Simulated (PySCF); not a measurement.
C3H4F2Si, SMILES FC(F)C#C[SiH3].

The structure is a stationary point at PBE-D3(BJ)/def2-SVP. This is a generated structure with no PubChem entry under its InChIKey; it may be hypothetical.

Computed with SMD-M06-2X/6-31G* run with PySCF.

Solvation free energies are E(SMD) − E(gas) at the gas-phase geometry, for 1 M in both phases. In vacuum the dipole moment is 2.03 D.

Question: Estimate the solvation free energies in water, methanol, N,N-dimethylformamide. (The exact figures need the calculation; the answer reports its results.)

Answer: 
```
solvent                ΔG(solv) (kcal/mol)  its non-electrostatic (CDS) part  dipole (D)
---------------------  -------------------  --------------------------------  ----------
water                                  1.6                               5.5        2.42
methanol                              -2.3                               1.5        2.41
N,N-dimethylformamide                 -1.8                               2.0        2.42
```
